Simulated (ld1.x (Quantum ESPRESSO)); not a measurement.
## Zn (Z = 30): PAW pseudisation with LDA (PZ), scalar-relativistic reference atom.

ld1.x (Quantum ESPRESSO) 7.5 was run on this input:

```
&input
   title='Zn', zed=30., rel=1, dft='PZ', iswitch=3,
   config='[Ar] 3d9 4s0 4p0',
   nld=3, rlderiv=1.60, eminld=-15.0, emaxld=5.0, deld=0.04
 /
 &inputp
   pseudotype=3, lpaw=.true., tm=.true., lloc=-1, rcloc=0.85,
   nlcc=.true., new_core_ps=.true.,
   which_augfun='PSQ', rmatch_augfun_nc=.true.,
   file_pseudopw='Zn.UPF', file_wfcaegen='ae.wfc', file_wfcncgen='nc.wfc', file_beta='beta', file_chi='chi', file_wfcusgen='us.wfc'
 /
6
3S  1  0   2.00   0.00  0.95  1.05  0.0
4S  2  0   0.00   0.00  0.95  1.05  0.0
3P  2  1   6.00   0.00  1.10  1.45  0.0
4P  3  1   0.00   0.00  1.10  1.45  0.0
3D  3  2   9.00   0.00  0.95  1.20  0.0
3D  3  2   0.00  -3.15  0.95  1.20  0.0
 &test
   configts(1)='3s2 3p6 3d9 4s0 4p0'
 /
```

Command:

```bash
ld1.x < Zn.in > Zn.out
```

Output (shortened: banner, matrices, multipoles, cross overlaps and the repeated all-electron block are left out):

```
Program LD1 v.7.5
     --------------------------- All-electron run ----------------------------

     Zn
     scalar relativistic calculation

     atomic number is 30.00
     dft =PZ   lsd =0 sic =0 latt =0  beta=0.20 tr2=1.0E-14
     Exchange-correlation= PZ
                           (   1   1   0   0   0   0   0)
     mesh =1201 r(mesh) =  99.36527 a.u. xmin = -7.00 dx = 0.01250
     1 Ry =  13.60569312 eV, c = 137.03599908

     n l     nl                  e(Ry)          e(Ha)          e(eV)
     1 0     1S 1( 2.00)      -701.9027      -350.9514     -9549.8732
     2 0     2S 1( 2.00)       -88.1123       -44.0562     -1198.8293
     2 1     2P 1( 6.00)       -76.8870       -38.4435     -1046.1016
     3 0     3S 1( 2.00)       -12.5335        -6.2668      -170.5274
     3 1     3P 1( 6.00)        -9.1861        -4.5931      -124.9835
     3 2     3D 1( 9.00)        -3.7532        -1.8766       -51.0644
     4 0     4S 1( 0.00)        -2.6220        -1.3110       -35.6742
     4 1     4P 1( 0.00)        -1.9556        -0.9778       -26.6069

     final scf error:  7.9E-15 reached in  32 iterations

     Etot =   -3581.498312 Ry,   -1790.749156 Ha,  -48728.766951 eV

     Ekin =    3637.297563 Ry,    1818.648781 Ha,   49487.954435 eV
     Encl =   -8553.665699 Ry,   -4276.832850 Ha, -116378.550583 eV
     Eh   =    1470.063222 Ry,     735.031611 Ha,   20001.229072 eV
     Exc  =    -135.193397 Ry,     -67.596699 Ha,   -1839.399875 eV

     normalization and overlap integrals

     s(1S/1S) =  1.000000  <r> =   0.0504  <r2> =    0.0034  r(max) =   0.0329
     s(2S/2S) =  1.000000  <r> =   0.2266  <r2> =    0.0606  r(max) =   0.1894
     s(2P/2P) =  1.000000  <r> =   0.1985  <r2> =    0.0483  r(max) =   0.1513
     s(3S/3S) =  1.000000  <r> =   0.6789  <r2> =    0.5322  r(max) =   0.5908
     s(3P/3P) =  1.000000  <r> =   0.7072  <r2> =    0.5895  r(max) =   0.5908
     s(3D/3D) =  1.000000  <r> =   0.8200  <r2> =    0.8587  r(max) =   0.5550
     s(4S/4S) =  1.000000  <r> =   1.9892  <r2> =    4.4729  r(max) =   1.7530
     s(4P/4P) =  1.000000  <r> =   2.3043  <r2> =    6.0321  r(max) =   2.0113

     ------------------------ End of All-electron run ------------------------

     --------------------- Generating PAW atomic setup --------------------

      Generating local potential from pseudized AE potential:
      Matching radius rcloc =   0.8500

      Local pseudo, rcloc= 0.860 Estimated cut-off energy=    32.24 Ry

      Computing core charge for nlcc:

       r > 0.31 : true rho core
      Core charge pseudized with two Bessel functions
      Integrated core pseudo-charge :   7.67
      Wfc-us  3S rcutus= 1.050  Estimated cut-off energy=    48.28 Ry
      Wfc-us  4S rcutus= 1.050  Estimated cut-off energy=    97.49 Ry
      Wfc-us  3P rcutus= 1.453  Estimated cut-off energy=    41.38 Ry
      Wfc-us  4P rcutus= 1.453  Estimated cut-off energy=    32.24 Ry
      Wfc-us  3D rcutus= 1.190  Estimated cut-off energy=    82.44 Ry
      Wfc-us  3D rcutus= 1.190  Estimated cut-off energy=    87.79 Ry

     Required augmentation: PSQ   radius:    1.450000

     Q pseudized with Bessel functions
     Expected ecutrho=     460.5053 due to l1=  2   l2=  2

     Estimated PAW energy = -539.266151 Ryd

     ------------------- End of pseudopotential generation -------------------

     Computing logarithmic derivative in   1.59611
     Computing logarithmic derivative in   1.59611
     Computing the partial wave expansion
     R is outside the sphere for l=    0 j= 0.00
     R is outside the sphere for l=    0 j= 0.00
     R is outside the sphere for l=    1 j= 0.00
     R is outside the sphere for l=    1 j= 0.00
     R is outside the sphere for l=    2 j= 0.00
     R is outside the sphere for l=    2 j= 0.00

     ---------------------- Testing the pseudopotential ----------------------

     Zn
     scalar relativistic calculation

     atomic number is 30.00   valence charge is 20.00
     dft = SLA  PZ   NOGX NOGC   lsd =0 sic =0 latt =0  beta=0.20 tr2=1.0E-14
     mesh =1201 r(mesh) =  99.36527 xmin = -7.00 dx = 0.01250

     n l     nl             e AE (Ry)        e PS (Ry)    De AE-PS (Ry)
     1 0     3S   1( 2.00)      -12.53353      -12.53354        0.00000
     2 1     3P   1( 6.00)       -9.18612       -9.18613        0.00001
     3 2     3D   1( 9.00)       -3.75316       -3.75319        0.00002
     2 0     4S   1( 0.00)       -2.62200       -2.62198       -0.00002
     3 1     4P   1( 0.00)       -1.95557       -1.95557       -0.00000

     eps = 5.3E-16  iter =  4

     Etot =   -3581.498312 Ry,   -1790.749156 Ha,  -48728.766951 eV
     Etotps =  -539.266195 Ry,    -269.633098 Ha,   -7337.090363 eV

     Ekin =     498.680514 Ry,     249.340257 Ha,    6784.894038 eV
     Encl =   -1249.746291 Ry,    -624.873145 Ha,  -17003.664514 eV
     Ehrt =     346.992956 Ry,     173.496478 Ha,    4721.079672 eV
     Ecxc =    -135.193374 Ry,     -67.596687 Ha,   -1839.399559 eV
     (Ecc =     -46.262331 Ry,     -23.131165 Ha,    -629.431074 eV)

     ---------------------- End of pseudopotential test ----------------------
```

Generation and configuration tests took about 4 s on one core of a shared server CPU.
